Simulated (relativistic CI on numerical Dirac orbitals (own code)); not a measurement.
**Os XLVIII: q coefficients and field-shift factors**

Method of calculation: Dirac-Coulomb-Breit CI, orbitals from a KLI potential per configuration, derivatives by finite differences, unscaled Slater integrals, QED left out (own radial code, finite nucleus).

Configuration list (outside the closed core [Ar] 3d10): 4s, 4p, 4d, 4f, 5s, 5p, 5d, 5f. Levels of other configurations are missing.

With x = (α/α₀)² − 1 an excitation energy changes as ω = ω₀ + qx; K = 2q/ω₀ is the relative enhancement. Terms are leading LS components, so labels can repeat. The field-shift factor is F = δν/δ⟨r²⟩ for the transition from the lowest level.

Lowest level 4s 2S_1/2.

```
     Level  ω₀ (cm⁻¹)   q (cm⁻¹)  F (GHz/fm²)
4p 2P°_1/2     839792     149200        -2610
4p 2P°_3/2    1779225  1.301e+06        -2790
 4d 2D_3/2    3049726   1.36e+06        -2780
 4d 2D_5/2    3248996  1.565e+06        -2780
4f 2F°_5/2    4602954  1.554e+06        -2740
4f 2F°_7/2    4654249  1.604e+06        -2740
 5s 2S_1/2    8445084     827100        -1450
5p 2P°_1/2    8853531     891100        -2660
5p 2P°_3/2    9295714  1.428e+06        -2750
 5d 2D_3/2    9902472  1.455e+06        -2740
 5d 2D_5/2    9999107  1.554e+06        -2740
5f 2F°_5/2   10600502  1.549e+06        -2720
5f 2F°_7/2   10630191  1.578e+06        -2720
```

At this charge energies of transitions that change n are usually good to better than 1 %, and those within a shell (Δn = 0) to a few per cent.

(1) Which transition from the lowest level has the largest |K|?

## Answers

(1) 4p 2P°_3/2 at 1779225 cm⁻¹, K = 1.46.
